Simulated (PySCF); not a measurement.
CH₁₀O₂Si₃, SMILES OC[Si]([SiH3])(O)[SiH3].

The structure is a stationary point at PBE0-D3(BJ)/def2-SVP. This is a generated structure with no PubChem entry under its InChIKey; it may be hypothetical. The values are those of a single conformer.

Two levels are set side by side: TDA-PBE/def2-SVPD (PySCF) and TDA-CAM-B3LYP/def2-SVPD (PySCF). Vertical, same geometry. The lowest singlet is HOMO→LUMO 97 % with PBE and HOMO→LUMO 77 %, HOMO−1→LUMO 15 % with the other functional; states are paired by order. Differences are taken from unrounded values.

```json
[
 {"quantity": "lowest singlet excitation (eV)", "TDA-CAM-B3LYP": "5.62", "TDA-PBE": "4.52", "TDA-PBE minus TDA-CAM-B3LYP": "-1.10"},
 {"quantity": "lowest triplet excitation (TDA) (eV)", "TDA-CAM-B3LYP": "5.06", "TDA-PBE": "4.28", "TDA-PBE minus TDA-CAM-B3LYP": "-0.78"},
 {"quantity": "first bright state (f over 0.05) (eV)", "TDA-CAM-B3LYP": "6.38", "TDA-PBE": "5.66", "TDA-PBE minus TDA-CAM-B3LYP": "-0.71"},
 {"quantity": "its oscillator strength", "TDA-CAM-B3LYP": "0.13", "TDA-PBE": "0.06", "TDA-PBE minus TDA-CAM-B3LYP": "-0.07"}
]
```

Functionals without exact exchange tend to place singlet excitations lower, as here. Differences between two approximate levels are no errors against the true value.

Rough cost on one machine, each run with all the roots and properties that it gave: TDA-CAM-B3LYP against TDA-PBE about 5 times.
